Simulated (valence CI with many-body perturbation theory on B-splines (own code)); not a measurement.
Ba XXVI: electric-dipole lines

Calculated by configuration interaction combined with many-body perturbation theory (CI+MBPT): three valence electrons over a frozen Dirac-Fock core [Ar] 3d10, radial functions for each j: 11 s, 11 p, 10 d, 8 f, 5 g, 2 h, with the one-electron correlation potential Σ1, the two-electron term Σ2, the three-electron term Σ3, Breit, model QED; selected CI, second order for the rest, scaled by the run's own slope (own B-spline code, finite nucleus).

No measured spectrum was set against this ion. As an estimate, levels hold to about 250 cm⁻¹ or 0.2 % of their energy and the worst to 1 %, as in measured heavy ions of charge 2 to 7; those with d or f electrons hold less well.

Lines 1 to 50 of 550 in falling wavelength, among levels below 380.54 eV, chosen from the strongest by gf and those to the six lowest levels. Wavelengths and rates use the calculated energies, so an error of 2000 cm⁻¹ moves a line at 456.6 Å by 0.91 % and its rate by three times that or more. Electric multipoles are in the length gauge, E1 and E2 with the static RPA response of the core. Weak lines are less certain than strong ones. Lines between different terms over intervals too small for the method are left out, as are lines whose strength nearly cancels. Where a level lies close to another of its J and parity, the split of strength between their lines is uncertain. The highest levels of a list are the least certain.

Levels are named by their leading jj configuration (3d3/2^4 stands for four electrons in 3d with j = 3/2), which in mixed levels can hold well under half, so a name can repeat and another be missing. Letters in brackets count levels of one name in rising energy.

| λ vac (Å) | Upper | Lower | A (s⁻¹) | S (a.u.) with core polarisation | S without |
| --- | --- | --- | --- | --- | --- |
| 456.6 | (4s^2 5p1/2) J=1/2 | (4s^2 5s) J=1/2 | 5.84e+09 | 5.49e-01 | 5.58e-01 |
| 380.9 | (4s 4p1/2^2) J=1/2 | (4s^2 4p3/2) J=3/2 | 7.36e+07 | 4.01e-03 | 4.34e-03 |
| 342.7 | (4s^2 5p3/2) J=3/2 | (4s^2 5s) J=1/2 | 1.27e+10 | 1.01e+00 | 1.03e+00 |
| 267.3 | (4p1/2 4p3/2 4f7/2) J=11/2 | (4s 4p3/2 4f7/2) J=9/2 [b] | 2.50e+09 | 2.83e-01 | 3.07e-01 |
| 264.4 | (4p1/2 4p3/2 4f5/2) J=9/2 | (4s 4p3/2 4f5/2) J=7/2 [c] | 2.93e+09 | 2.67e-01 | 2.90e-01 |
| 262.0 | (4s 4p1/2 4p3/2) J=3/2 [a] | (4s^2 4p3/2) J=3/2 | 4.95e+08 | 1.76e-02 | 1.91e-02 |
| 257.1 | (4p1/2 4p3/2^2) J=5/2 | (4s 4p3/2^2) J=3/2 | 5.24e+09 | 2.64e-01 | 2.86e-01 |
| 256.6 | (4p1/2 4d3/2 4d5/2) J=9/2 | (4s 4d3/2 4d5/2) J=7/2 [b] | 3.16e+09 | 2.63e-01 | 2.85e-01 |
| 244.1 | (4p1/2 4p3/2 4d5/2) J=9/2 | (4s 4p3/2 4d5/2) J=7/2 [a] | 4.29e+09 | 3.08e-01 | 3.34e-01 |
| 241.1 | (4p1/2 4d3/2 4d5/2) J=9/2 | (4s 4d3/2 4d5/2) J=9/2 | 3.48e+09 | 2.41e-01 | 2.61e-01 |
| 238.1 | (4s 4p1/2 4p3/2) J=5/2 | (4s^2 4p3/2) J=3/2 | 3.76e+09 | 1.50e-01 | 1.63e-01 |
| 232.4 | (4p1/2 4p3/2 4f5/2) J=7/2 | (4s 4p3/2 4f7/2) J=7/2 | 4.87e+09 | 2.41e-01 | 2.61e-01 |
| 230.2 | (4s 4p1/2^2) J=1/2 | (4s^2 4p1/2) J=1/2 | 5.41e+09 | 6.51e-02 | 7.05e-02 |
| 220.1 | (4p1/2 4d3/2^2) J=5/2 | (4s 4p1/2 4f5/2) J=3/2 | 7.18e+09 | 2.27e-01 | 2.46e-01 |
| 218.6 | (4p1/2^2 4p3/2) J=3/2 | (4s 4p1/2 4p3/2) J=3/2 [b] | 6.01e+09 | 1.24e-01 | 1.34e-01 |
| 216.5 | (4p1/2 4p3/2 4d5/2) J=5/2 [b] | (4s 4p3/2 4d5/2) J=7/2 [b] | 8.75e+09 | 2.63e-01 | 2.85e-01 |
| 213.7 | (4p1/2 4p3/2 4f7/2) J=9/2 [a] | (4s 4p3/2 4f7/2) J=9/2 [a] | 6.24e+09 | 3.00e-01 | 3.25e-01 |
| 213.3 | (4p1/2 4p3/2 4d5/2) J=3/2 [a] | (4s 4p3/2 4d5/2) J=5/2 [a] | 1.06e+10 | 2.03e-01 | 2.20e-01 |
| 212.2 | (4p1/2^2 4f7/2) J=7/2 | (4s 4p1/2 4f7/2) J=7/2 [b] | 8.33e+09 | 3.14e-01 | 3.40e-01 |
| 211.6 | (4p1/2 4d5/2^2) J=9/2 | (4s 4d5/2^2) J=9/2 | 7.70e+09 | 3.60e-01 | 3.90e-01 |
| 211.6 | (4p1/2 4d5/2^2) J=7/2 | (4s 4d5/2^2) J=9/2 | 8.25e+09 | 3.09e-01 | 3.34e-01 |
| 211.3 | (4p1/2 4p3/2 4f7/2) J=7/2 [a] | (4s 4p3/2 4f5/2) J=7/2 [a] | 6.06e+09 | 2.26e-01 | 2.45e-01 |
| 209.0 | (4p1/2 4p3/2 4f7/2) J=11/2 | (4s 4p3/2 4f7/2) J=11/2 | 7.42e+09 | 4.01e-01 | 4.35e-01 |
| 207.6 | (4s 4p1/2 4p3/2) J=3/2 [b] | (4s^2 4p3/2) J=3/2 | 3.01e+09 | 5.32e-02 | 5.76e-02 |
| 206.5 | (4p1/2^2 4f7/2) J=7/2 | (4s 4p1/2 4f7/2) J=9/2 | 1.42e+10 | 4.94e-01 | 5.35e-01 |
| 205.3 | (4p1/2 4p3/2 4f7/2) J=7/2 [b] | (4s 4p3/2 4f7/2) J=9/2 [a] | 8.29e+09 | 2.83e-01 | 3.07e-01 |
| 203.3 | (4p1/2 4p3/2^2) J=3/2 | (4s 4p3/2^2) J=5/2 | 1.34e+10 | 2.22e-01 | 2.41e-01 |
| 203.1 | (4p1/2 4d3/2 4d5/2) J=7/2 [b] | (4s 4d3/2 4d5/2) J=9/2 | 7.51e+09 | 2.48e-01 | 2.69e-01 |
| 201.1 | (4p1/2 4p3/2 4f7/2) J=9/2 [b] | (4s 4p3/2 4f7/2) J=11/2 | 1.14e+10 | 4.56e-01 | 4.93e-01 |
| 201.0 | (4p1/2 4p3/2^2) J=5/2 | (4s 4p3/2^2) J=5/2 | 1.22e+10 | 2.94e-01 | 3.18e-01 |
| 199.3 | (4p1/2 4p3/2 4d5/2) J=7/2 [a] | (4s 4p3/2 4d5/2) J=9/2 | 1.80e+10 | 5.62e-01 | 6.09e-01 |
| 198.1 | (4p1/2^2 4d3/2) J=3/2 | (4s 4p1/2 4d3/2) J=5/2 | 1.87e+10 | 2.87e-01 | 3.11e-01 |
| 198.0 | (4p1/2 4d3/2 4d5/2) J=5/2 [b] | (4s 4d3/2 4d5/2) J=7/2 [a] | 8.48e+09 | 1.95e-01 | 2.11e-01 |
| 197.8 | (4p1/2^2 4d5/2) J=5/2 | (4s 4p1/2 4d5/2) J=7/2 | 2.20e+10 | 5.04e-01 | 5.46e-01 |
| 197.3 | (4p1/2 4d3/2 4d5/2) J=7/2 [b] | (4s 4d5/2^2) J=9/2 | 7.24e+09 | 2.20e-01 | 2.38e-01 |
| 195.5 | (4s 4p1/2 4p3/2) J=1/2 | (4s^2 4p3/2) J=3/2 | 7.10e+09 | 5.24e-02 | 5.67e-02 |
| 192.7 | (4p1/2^2 4p3/2) J=3/2 | (4s 4p1/2 4p3/2) J=5/2 | 2.88e+10 | 4.07e-01 | 4.41e-01 |
| 191.8 | (4p1/2 4p3/2 4d5/2) J=9/2 | (4s 4p3/2 4d5/2) J=9/2 | 1.50e+10 | 5.23e-01 | 5.67e-01 |
| 188.1 | (4p3/2 4d5/2^2) J=11/2 | (4s 4p3/2 4f7/2) J=9/2 [a] | 4.48e+09 | 1.77e-01 | 1.92e-01 |
| 187.2 | (4p1/2 4p3/2 4d3/2) J=5/2 [b] | (4s 4p3/2 4d3/2) J=7/2 | 1.64e+10 | 3.17e-01 | 3.44e-01 |
| 186.4 | (4p3/2^2 4f7/2) J=11/2 | (4s 4p3/2 4f7/2) J=9/2 [c] | 1.82e+10 | 6.97e-01 | 7.56e-01 |
| 184.4 | (4p1/2 4p3/2 4d3/2) J=3/2 [b] | (4s 4p3/2 4d3/2) J=5/2 [a] | 1.43e+10 | 1.77e-01 | 1.92e-01 |
| 184.3 | (4p3/2^2 4d5/2) J=9/2 | (4s 4p3/2 4d5/2) J=7/2 [b] | 9.93e+09 | 3.07e-01 | 3.33e-01 |
| 180.6 | (4s 4p1/2 4p3/2) J=3/2 [a] | (4s^2 4p1/2) J=1/2 | 1.53e+08 | 1.77e-03 | 1.92e-03 |
| 179.4 | (4p1/2^2 4p3/2) J=3/2 | (4s 4p1/2 4p3/2) J=3/2 [a] | 9.14e+09 | 1.04e-01 | 1.13e-01 |
| 178.5 | (4p3/2^2 4d5/2) J=9/2 | (4s 4p3/2 4d5/2) J=7/2 [a] | 7.59e+09 | 2.13e-01 | 2.31e-01 |
| 173.3 | (4p1/2 4p3/2 4f5/2) J=7/2 | (4s 4p1/2 4f7/2) J=7/2 [c] | 1.07e+10 | 2.20e-01 | 2.38e-01 |
| 172.3 | (4p3/2^2 4d5/2) J=5/2 [a] | (4s 4p3/2 4d5/2) J=3/2 [b] | 1.56e+10 | 2.37e-01 | 2.57e-01 |
| 172.1 | (4s 4p3/2^2) J=5/2 | (4s^2 4p3/2) J=3/2 | 9.92e+09 | 1.50e-01 | 1.62e-01 |
| 171.8 | (4p1/2 4p3/2 4f5/2) J=9/2 | (4s 4d3/2 4d5/2) J=9/2 | 7.59e+09 | 1.90e-01 | 2.06e-01 |
